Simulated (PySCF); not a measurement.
Run record: excited-state job, `[H]/N=[CH]/[GeH2][N](C)C`.

Computed with TDDFT CAM-B3LYP/def2-SVPD, vertical, gas phase, core orbitals frozen in the response (PySCF 2.14.0, density-fitted response routines). Geometry: GFN2-xTB. The command runs a driver script over a list of jobs; the input below is this job's line of settings and its coordinates in Å.

Command:
```bash
OMP_NUM_THREADS=1 python probes_run.py task.json out
```

Input:
```
{"job": {"kind": "uv", "xc": "CAM-B3LYP", "basis": "def2-SVPD", "nstates": 8, "ntriplets": 3}, "charge": 0, "multiplicity": 1}
C     -1.111543    -0.671267     1.269062
N     -1.039788    -0.083158    -0.050220
C     -1.412327     1.314085    -0.038930
Ge     0.305995    -0.637321    -1.169299
C      2.114011    -0.016050    -0.633449
N      2.816632    -0.810309     0.038818
H     -0.451255    -0.175479     1.992893
H     -2.136786    -0.602628     1.643040
H     -0.830504    -1.721868     1.206903
H     -2.443243     1.414484     0.312180
H     -0.772463     1.920214     0.616782
H     -1.349181     1.711119    -1.052029
H      0.248412    -2.130489    -1.124444
H     -0.086723    -0.060646    -2.506034
H      2.419384     1.014086    -0.873019
H      3.721783    -0.455828     0.356336
```

Question: Give the output.

Answer: 
```
coarse grid: 57920 points
cycle   1  E = -2306.3222210117  dE = -6.736e-02  |g| = 5.651e-01  |ddm| = 5.430e+00
cycle   2  E = -2306.2982143335  dE =  2.401e-02  |g| = 6.916e-01  |ddm| = 2.100e+00
cycle   3  E = -2306.3807900074  dE = -8.258e-02  |g| = 7.936e-02  |ddm| = 1.112e+00
cycle   4  E = -2306.3819092960  dE = -1.119e-03  |g| = 4.001e-02  |ddm| = 1.679e-01
cycle   5  E = -2306.3821837707  dE = -2.745e-04  |g| = 5.913e-03  |ddm| = 5.224e-02
cycle   6  E = -2306.3821910225  dE = -7.252e-06  |g| = 3.566e-03  |ddm| = 1.858e-02
cycle   7  E = -2306.3821937482  dE = -2.726e-06  |g| = 6.341e-04  |ddm| = 5.767e-03
final grid: 122368 points
cycle   8  E = -2306.3821616350  dE = -1.155e-07  |g| = 6.756e-04  |ddm| = 5.028e-03
cycle   9  E = -2306.3821615731  dE =  6.187e-08  |g| = 9.038e-04  |ddm| = 2.622e-03
cycle  10  E = -2306.3821617432  dE = -1.701e-07  |g| = 5.776e-05  |ddm| = 1.076e-03
cycle  11  E = -2306.3821617444  dE = -1.133e-09  |g| = 3.198e-05  |ddm| = 1.668e-04
cycle  12  E = -2306.3821617448  dE = -4.011e-10  |g| = 1.094e-05  |ddm| = 1.213e-04
converged SCF energy = -2306.3821617448

Static polarisability (au): isotropic 83.138, principal 75.346 79.664 94.404

Singlet excitations
state   eV       nm        f      main configurations
  1   4.0885    303.3   0.01109   H->L 0.63, H-1->L 0.33
  2   5.1668    240.0   0.01139   H-1->L 0.54, H->L 0.32
  3   5.9222    209.4   0.01895   H->L+1 0.84
  4   6.3389    195.6   0.02089   H->L+2 0.75, H-1->L+1 0.09
  5   6.5702    188.7   0.01332   H->L+3 0.59, H->L+5 0.14, H->L+4 0.08
  6   6.7305    184.2   0.00454   H->L+5 0.38, H->L+4 0.37
  7   6.8303    181.5   0.00648   H->L+4 0.40, H->L+5 0.28, H->L+3 0.14
  8   7.1068    174.5   0.02746   H->L+6 0.68, H->L+5 0.09

Triplet excitations (Tamm-Dancoff, eV): 3.3756 4.7230 5.1419
```

The SCF starts on a coarse grid where the log names one; the energy can jump when the final grid takes over, and dE then counts from the start density on the new grid. H and L stand for HOMO and LUMO; the number after each pair is its weight.

Question: How does the lowest singlet excitation compare with the HOMO–LUMO gap?

Answer: HOMO -7.40 eV and LUMO 0.20 eV give a gap of 7.60 eV; S1 at 4.09 eV lies 3.51 eV below it.

Main results: HOMO -7.40 eV, LUMO 0.20 eV; lowest singlet 4.09 eV; lowest triplet 3.38 eV (Tamm–Dancoff); mean polarisability 83.1 au.

 Relativistic effects, spin–orbit coupling among them, are left out although an element past zinc is present.

The run took 96 s wall on one thread, Arm Neoverse N1 (aarch64), shared host with 64 logical CPUs at a one-minute load of 61, and the process peaked at 1.1 GiB of memory.

One conformer stands for the species.
Labels such as C1 count atoms from 1, the log's own numbers from 0.
